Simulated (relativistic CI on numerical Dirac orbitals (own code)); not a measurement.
# Rh⁵⁺: 3d photoemission

Computed with this model: Dirac-Coulomb-Breit CI, KLI orbitals optimised for each configuration, QED by a radiative potential, valence Slater integrals scaled by 0.8, multiplet model of photoemission in the sudden approximation; configurations [Kr] 4d4 → [Ar] 3d9 4s2 4p6 4d4; 300 K; Lorentzian 0.42 eV and Gaussian 0.5 eV FWHM. Energies are those of the free ion, without screening or charge transfer. The energies are binding energies and can lie tens of eV above those of solids. S is read from ⟨S²⟩ = S(S + 1).

free ion: ground-state S = 1.96, centroid 396.79 eV. Peaks (eV, height): 393.9 (100), 395.1 (45), 398.3 (39), 406.4 (8).

Strongest unbroadened transitions for free ion:

```
Energy (eV)  Relative strength
     393.70                4.7
     393.92              100.0
     394.11                2.9
     394.44                2.3
     395.07               15.3
     395.23               25.9
     397.91                2.7
     398.11                3.2
     398.18               11.1
     398.27               16.1
     398.82               23.4
     399.46                7.5
     399.99                4.0
     400.14                3.5
     400.55                2.2
     406.25                4.8
     406.49                2.9
     407.11                2.2
```
